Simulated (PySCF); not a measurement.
**Cost against result**

Saddle point of Si$_{2}$H$_{4}$OF$_{2}$, closed shell (SiH₄O ([OH][SiH3]) + SiF₂ → Si₂H₄OF₂ ([F][SiH]([F])[O][SiH3]); bonds formed: Si1–H4; dative contacts that become bonds: Si1–O5; bonds broken: H4–O5), PBE0-D4/def2-TZVP structure:

```csv
atom,x (Å),y (Å),z (Å)
Si1,-1.4463,-1.1812,0.0276
F2,-0.4263,-2.0580,0.8973
F3,-1.4664,-1.9324,-1.3799
H4,-1.5655,0.4434,0.2608
O5,-0.4710,0.2996,-0.3093
Si6,1.0399,0.9673,0.0542
H7,1.0377,2.3552,-0.4593
H8,1.2260,0.9604,1.5237
H9,2.0718,0.1459,-0.6154
```

Barriers are electronic and count from the start structure reached by relaxing down the imaginary mode.

PySCF 2.14 with density fitting (its default auxiliary sets; JK sets also for MP2 and CCSD(T)); basis: as named in each row; cores frozen in the correlated methods. B3LYP uses VWN-RPA correlation. Extrapolation: Hartree–Fock as exp(−7.88 √X), correlation as X^−2.97.

Times are rough, for one single point on 4 threads of a shared host (Intel Xeon).

The estimate by CCSD(T) at an estimated basis limit (MP2 extrapolated from triple and quadruple zeta, plus CCSD(T) − MP2 in triple zeta) is 27.30 kcal/mol.

| method | basis | time (s) | barrier (kcal/mol) | method less estimate |
| --- | --- | --- | --- | --- |
| HF | STO-3G | 2 | 64.92 | 37.62 |
| B3LYP-D4 | 6-31G | 11 | 41.91 | 14.61 |
| PBE0-D4 | def2-SVP | 13 | 28.81 | 1.52 |
| PBE-D4 | def2-SVP | 15 | 24.26 | -3.03 |
| MP2 | def2-QZVPP | 15 | 25.33 | -1.97 |
| SPW92 | def2-TZVPP | 22 | 18.31 | -8.99 |
| PBE-D4 | def2-TZVPP | 32 | 21.41 | -5.88 |
| PBE0-D4 | def2-TZVPP | 32 | 24.95 | -2.35 |
| B3LYP-D4 | def2-TZVPP | 33 | 26.68 | -0.62 |
| BHLYP-D4 | def2-TZVPP | 33 | 31.13 | 3.83 |
| r2SCAN-D4 | def2-TZVPP | 59 | 21.43 | -5.87 |
| CCSD(T) | def2-SVP | 180 | 34.31 | 7.01 |
| wB97M-V | def2-TZVPP | 530 | 29.37 | 2.07 |
| CCSD(T) | def2-TZVPP | 1600 | 27.63 | 0.34 |

All methods are single points on the PBE0-D4 structures.

No T1 diagnostic of these runs exceeds 0.015. The restricted Hartree–Fock reference is unstable towards an unrestricted one at one or more of these structures.

Losses and insertions of silylenes and their heavier kin drive the gas-phase chemistry of silicon and germanium vapour deposition.

Labels in which every atom is bracketed show which atoms are joined, not bond orders.
